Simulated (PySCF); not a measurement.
**Electron correlation in Cr+ (chromium, charge +1)**

[Ar] 3d4 4s1, high-spin 6D determinant (an excited configuration). Computed with PySCF 2.14 in def2-TZVPPD (6s6p4d2f1g, 67 functions), with no relativity, point nucleus. Frozen: [Ar]; 5 electrons correlated.

| level | correlation energy (mhartree) |
| --- | --- |
| CCSD | -57.09 |
| (T) | -0.68 |
| CCSD(T) | -57.77 |

Diagnostics: T1 = 0.0074, D1 = 0.0149, largest double amplitude 0.019.

Cost of the coupled-cluster step: roughly 2.8 core-seconds, for 5 correlated electrons.
